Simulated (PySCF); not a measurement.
SMILES CCc1cccc(C=O)c1 (C9H10O) (GFN2-xTB optimised geometry):

```
20

C     -2.312    -2.311     1.501
C     -2.019    -1.925     0.050
C     -1.251    -0.636     0.000
C     -1.916     0.586     0.004
C     -1.215     1.781     0.004
C      0.167     1.775     0.003
C      0.851     0.560     0.000
C      2.317     0.530    -0.003
O      2.997    -0.465    -0.007
C      0.134    -0.636     0.000
H     -2.902    -1.538     1.989
H     -2.863    -3.247     1.542
H     -1.383    -2.431     2.054
H     -2.961    -1.817    -0.492
H     -1.440    -2.719    -0.424
H     -2.997     0.601     0.003
H     -1.751     2.719     0.006
H      0.720     2.703     0.003
H      2.782     1.537     0.000
H      0.687    -1.564    -0.003
```

Level of theory: CAM-B3LYP/def2-SVP (PySCF 2.14.0).

Problem. What are the frontier orbital energies and the dipole moment?

Solution. HOMO-2 -8.78 eV, HOMO-1 -8.75 eV, HOMO -8.56 eV, LUMO -0.53 eV, LUMO+1 0.84 eV; dipole moment 3.19 D.

Meta-Löwdin charges at CAM-B3LYP/def2-SVP: C1 -0.28, C2 -0.16, C3 0.03, C4 -0.10, C5 -0.10, C6 -0.10, C7 -0.04, C8 0.27, O9 -0.38, C10 -0.09, H11 0.09, H12 0.10, H13 0.10, H14 0.09, H15 0.10, H16 0.10, H17 0.11, H18 0.10, H19 0.06, H20 0.11.
